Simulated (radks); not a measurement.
Ga+, configuration [Ar] 3d10 4s2. Calculated with a radial shooting solver on a logarithmic mesh with Libxc functionals: Dirac Kohn-Sham, BLYP, spin-unpolarised, spherical densities, point nucleus.

Spin-orbit splittings of the eigenvalues, e(l+1/2) - e(l-1/2), with zeta = 2 splitting/(2l+1) and mean radii in bohr:

| shell | occ. | splitting (eV) | zeta (eV) | <r> j=l-1/2 | <r> j=l+1/2 |
|---|---|---|---|---|---|
| 2p | 6 | 27.68 | 18.45 | 0.1883 | 0.1918 |
| 3p | 6 | 3.636 | 2.424 | 0.6719 | 0.6828 |
| 3d | 10 | 0.4631 | 0.1853 | 0.8047 | 0.8109 |
| 4p | 0 | ? | ? | 2.842 | 2.883 |

Estimate the 4p splitting.

Answer. 0.1701 eV (zeta = 0.1134 eV).
